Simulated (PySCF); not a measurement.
**Exact mass, isotope pattern and composition**

Species: `[SiH3][AsH][SiH2]C1CCCC1`.

All values are calculated from tables of isotopes.

(1) Molar mass and exact mass?

(2) What cluster does the molecular ion M+• show when like nominal masses merge?

(3) Give the mass fraction of each element.

(4) What share of all molecules is the monoisotopic species?

(5) Count the protons, neutrons and electrons of the monoisotopic species, and give its exact less its nominal mass.

(6) Which m/z would the protonated, sodiated and deprotonated molecule have?

## Answers

(1) For C5H15AsSi2, with standard atomic weights, 2 × 28.085 + 1 × 74.922 + 5 × 12.011 + 15 × 1.008 = 206.267 g/mol. From the most abundant isotopes (28Si, 75As, 12C, 1H), 2 × 27.976927 + 1 × 74.921597 + 5 × 12.000000 + 15 × 1.007825 = 205.9928 u.

(2) 
```json
{"nominal mass": "206", "m/z (centroid)": "205.9923", "relative intensity": "100.0"}
{"nominal mass": "207", "m/z (centroid)": "206.9932", "relative intensity": "15.7"}
{"nominal mass": "208", "m/z (centroid)": "207.9898", "relative intensity": "7.6"}
{"nominal mass": "209", "m/z (centroid)": "208.9910", "relative intensity": "0.7"}
{"nominal mass": "210", "m/z (centroid)": "209.9875", "relative intensity": "0.1"}
```

Lines under 0.1 % of the tallest are left out. One electron mass, 0.00055 u, is taken off. Abundances used (%; other tables differ somewhat): 28Si 92.2297, 29Si 4.6832, 30Si 3.0872; 12C 98.93, 13C 1.07; 1H 99.9885, 2H 0.0115.

(3) Si 27.23 %, As 36.32 %, C 29.12 %, H 7.33 %.

(4) 0.922297^2 × 1 × 0.9893^5 × 0.999885^15 = 80.47 %.

(5) 106 protons, 100 neutrons and 106 electrons; 205.9928 − 206 = -0.0072 u.

(6) [M+H]+ 207.0001, [M+Na]+ 228.9820, [M−H]− 204.9855, for the monoisotopic species (arithmetic only; whether such ions form is another matter).
